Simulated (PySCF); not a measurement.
PySCF was given this input:
```python
from pyscf import gto, scf, dft

mol = gto.Mole()
mol.atom = '''
    O     1.34861888   -0.14051608   -0.29018884
    S     0.13095871   -0.01702321    0.48546425
    F    -0.70236892    1.27028697   -0.28602394
    F    -0.73755288   -1.19872299   -0.02640818
'''
mol.basis = '6-31g'
mol.verbose = 4
mol.build()

mf = dft.RKS(mol)
mf.xc = 'r2scan'
mf.kernel()
g = mf.nuc_grad_method()
grad = g.kernel()
```

Task: What does this run give for the total energy, HOMO-LUMO gap, number of basis functions, HOMO energy, nuclear repulsion energy, Mulliken (on the basis functions themselves) charges in atom order?

Result: 
| Item | Value |
|---|---|
| total energy | -672.6828 Eh |
| HOMO-LUMO gap | 5.61 eV |
| number of basis functions | 40 |
| HOMO energy | -8.58 eV |
| nuclear repulsion energy | 188.9485 Eh |
| Mulliken (on the basis functions themselves) charges in atom order | O1 -0.53, S2 1.23, F3 -0.37, F4 -0.33 |
